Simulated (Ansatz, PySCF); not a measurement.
C$_{2}$H$_{9}$FO$_{2}$Si$_{2}$ (SMILES C[Si](O)(O)C[SiH2]F), singlet, geometry from GFN2-xTB. Base run: CASSCF(4,3)/STO-3G (PySCF).

The PySCF input:
```python
from pyscf import gto, scf, mcscf
import numpy

mol = gto.M(
    atom='''
Si    1.53750750    0.45196437    1.39114378
F     2.04300413   -0.92578485    0.69350284
C     0.30427922    1.26542490    0.22172547
Si   -0.86539160    0.02328491   -0.62889110
C    -1.92506899   -0.88299758    0.66314827
O    -1.78750429    0.86929995   -1.67030340
O    -0.03163926   -1.03717910   -1.55249223
H     0.95181138   -0.01393698    2.64135267
H     2.76967987    1.20769704    1.57475864
H     0.84039665    1.81021211   -0.55499780
H    -0.27698280    2.00815622    0.76193636
H    -1.30903855   -1.38812050    1.40060583
H    -2.55531544   -1.63340222    0.19433808
H    -2.57687679   -0.19772994    1.19461195
H    -2.05000889    0.46078981   -2.49051621
H     0.68756218   -1.52662244   -1.16202979
''',
    basis='sto-3g',
    verbose=4,
)

mf = scf.RHF(mol)
mf.kernel()
mc = mcscf.CASSCF(mf, 3, 4)
mc.fix_spin_(ss=0.0)
mc.kernel()
occ = numpy.linalg.eigvalsh(mc.fcisolver.make_rdm1(mc.ci, mc.ncas, mc.nelecas))[::-1]
ss = mc.fcisolver.spin_square(mc.ci, mc.ncas, mc.nelecas)[0]
print('natural occupations', occ.round(4), ' <S^2>', round(ss, 4))
```

Programs used: Ansatz (a first-principles code), PySCF; a row that names a program was run with it.

Each row names what was changed in the base input (with any setting that the change needs).

| change | ΔE vs base (mEh) | natural occupations | <S^2> of the state |
|---|---|---|---|
| base | 0.000 | 2.00 1.98 0.02 | 0.00 |
| orbitals = fixed (CASCI); correction = SC-NEVPT2 | -248.4 | 2.00 2.00 0.00 | 0.00 |
| solver = newton | 0.000 | 2.00 1.98 0.02 | 0.00 |
| code = ansatz; correction = SC-NEVPT2, all electrons | -251.6 | - | - |
| conv_tol = 1e-5 | 0.002 | 2.00 1.98 0.02 | 0.00 |
| active space = 8 electrons, 9 orbitals | -58.134 | 1.98 1.98 1.98 1.97 0.03 0.02 0.02 0.02 0.00 | 0.00 |
| active space = 2 electrons, 2 orbitals | 0.402 | 1.98 0.02 | 0.00 |
| active space = 8 electrons, 7 orbitals | -33.314 | 2.00 1.98 1.98 1.98 0.03 0.02 0.02 | 0.00 |
| code = ansatz | 0.033 | - | - |
| correction = SC-NEVPT2 | -251.5 | 2.00 1.98 0.02 | 0.00 |
| start = MP2 natural orbitals | 0.000 | 2.00 1.98 0.02 | 0.00 |

Active orbitals are taken around the Fermi level unless the row says otherwise; CASSCF can end in different local minima, and two programs can end on different orbitals. State-averaged rows give the lowest state.
